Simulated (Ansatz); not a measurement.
`CNBCN` + `CC(C)(C)S` → `CSC(C)(C)C` + `NBCN`  (substitution at a C–N bond)

Isolated molecules relaxed with PBE0-D4/def2-TZVP in Ansatz; ΔE leaves out vibrations. CCSD(T)/CBS is the MP2 limit (def2-TZVPP, def2-QZVPP) plus CCSD(T) − MP2 in def2-TZVPP, frozen cores. DFT in def2-TZVPP. B3LYP here is the variant with VWN-RPA as its local correlation; programs differ in this. Each species was taken in one conformer, which may not be the lowest.

`CNBCN`:

```xyz
14

C     1.605    1.462   -1.134
N     0.797    0.320   -0.780
B    -0.242    0.287    0.141
C    -1.091   -1.025    0.355
N    -1.618   -1.148    1.711
H     1.299    2.314   -0.528
H     2.668    1.275   -0.951
H     1.486    1.733   -2.188
H     1.028   -0.519   -1.290
H    -0.486    1.293    0.750
H    -1.949   -0.937   -0.328
H    -0.534   -1.913    0.009
H    -0.871   -1.111    2.392
H    -2.093   -2.032    1.842
```

`CC(C)(C)S`:

```xyz
15

C     0.320    0.397   -1.343
C    -0.132   -0.170   -0.005
C     0.951   -1.066    0.584
C    -0.477    0.950    0.965
S    -1.584   -1.269   -0.243
H     0.558   -0.402   -2.046
H    -0.457    1.022   -1.788
H     1.212    1.016   -1.205
H     1.200   -1.885   -0.095
H     0.636   -1.493    1.539
H     1.858   -0.479    0.756
H     0.403    1.578    1.140
H    -0.813    0.549    1.923
H    -1.270    1.587    0.566
H    -2.406   -0.335   -0.749
```

`CSC(C)(C)C`:

Z-matrix (Å, degrees):
```
C
S 1 1.795
H 1 1.091 2 112.1
H 1 1.091 2 105.9 3 117.8
H 1 1.091 2 112.1 3 -124.3
C 2 1.833 1 103.3 3 61.6
C 6 1.524 2 104.0 1 179.4
C 6 1.522 2 111.0 1 61.2
C 6 1.522 2 110.9 1 -62.3
H 7 1.092 6 111.1 2 -60.6
H 7 1.094 6 109.7 2 179.8
H 7 1.092 6 111.1 2 60.2
H 8 1.092 6 111.7 2 -64.9
H 8 1.095 6 109.9 2 176.1
H 8 1.091 6 111.0 2 56.2
H 9 1.091 6 111.0 2 -56.4
H 9 1.092 6 111.7 2 64.6
H 9 1.095 6 109.9 2 -176.4
```

`NBCN`:

```xyz
11

N    -1.801   -0.262   -0.653
B    -0.464    0.116   -0.702
C     0.540   -0.307    0.438
N     1.764    0.485    0.454
H    -2.201   -0.794    0.103
H    -2.458   -0.046   -1.382
H    -0.097    0.761   -1.646
H     0.815   -1.351    0.221
H     0.015   -0.344    1.410
H     1.553    1.474    0.496
H     2.334    0.268    1.261
```

```json
{"level": "PBE-D4", "ΔE (kJ/mol)": "-25.1", "difference from CCSD(T)/CBS": "0.2"}
{"level": "r2SCAN-D4", "ΔE (kJ/mol)": "-26.1", "difference from CCSD(T)/CBS": "-0.8"}
{"level": "PBE0-D4", "ΔE (kJ/mol)": "-25.1", "difference from CCSD(T)/CBS": "0.2"}
{"level": "B3LYP-D4", "ΔE (kJ/mol)": "-23.6", "difference from CCSD(T)/CBS": "1.7"}
{"level": "ωB97X-V", "ΔE (kJ/mol)": "-23.7", "difference from CCSD(T)/CBS": "1.6"}
{"level": "ωB97M-V", "ΔE (kJ/mol)": "-25.5", "difference from CCSD(T)/CBS": "-0.2"}
{"level": "B2PLYP", "ΔE (kJ/mol)": "-22.0", "difference from CCSD(T)/CBS": "3.3"}
{"level": "PBE", "ΔE (kJ/mol)": "-21.9", "difference from CCSD(T)/CBS": "3.4"}
{"level": "r2SCAN", "ΔE (kJ/mol)": "-25.1", "difference from CCSD(T)/CBS": "0.2"}
{"level": "PBE0", "ΔE (kJ/mol)": "-22.2", "difference from CCSD(T)/CBS": "3.1"}
{"level": "B3LYP", "ΔE (kJ/mol)": "-18.6", "difference from CCSD(T)/CBS": "6.7"}
{"level": "HF/def2-TZVPP", "ΔE (kJ/mol)": "-15.2", "difference from CCSD(T)/CBS": "10.1"}
{"level": "MP2/def2-TZVPP", "ΔE (kJ/mol)": "-27.6", "difference from CCSD(T)/CBS": "-2.3"}
{"level": "SCS-MP2/def2-TZVPP", "ΔE (kJ/mol)": "-23.2", "difference from CCSD(T)/CBS": "2.1"}
{"level": "CCSD/def2-TZVPP", "ΔE (kJ/mol)": "-20.4", "difference from CCSD(T)/CBS": "4.9"}
{"level": "CCSD(T)/def2-TZVPP", "ΔE (kJ/mol)": "-22.1", "difference from CCSD(T)/CBS": "3.2"}
{"level": "HF/def2-QZVPP", "ΔE (kJ/mol)": "-15.3", "difference from CCSD(T)/CBS": "10.0"}
{"level": "MP2/def2-QZVPP", "ΔE (kJ/mol)": "-29.5", "difference from CCSD(T)/CBS": "-4.2"}
{"level": "SCS-MP2/def2-QZVPP", "ΔE (kJ/mol)": "-25.0", "difference from CCSD(T)/CBS": "0.3"}
{"level": "HF/CBS(def2)", "ΔE (kJ/mol)": "-15.3", "difference from CCSD(T)/CBS": "10.0"}
{"level": "MP2/CBS(def2)", "ΔE (kJ/mol)": "-30.8", "difference from CCSD(T)/CBS": "-5.5"}
{"level": "CCSD/CBS(def2)", "ΔE (kJ/mol)": "-23.6", "difference from CCSD(T)/CBS": "1.7"}
{"level": "CCSD(T)/CBS", "ΔE (kJ/mol)": "-25.3", "difference from CCSD(T)/CBS": "0"}
```

Largest T1 diagnostic among the species: 0.011.

In def2-TZVPP, CCSD(T) changes the Hartree–Fock value by −6.9 kJ/mol (the triples alone add −1.7 kJ/mol) and MP2 by −12.4 kJ/mol. The D4 term adds −5.0 kJ/mol with B3LYP and −2.9 kJ/mol with PBE0; it sums over pairs of atoms, weighted by their polarisabilities, and B3LYP, whose exchange is more repulsive, gets the larger term.
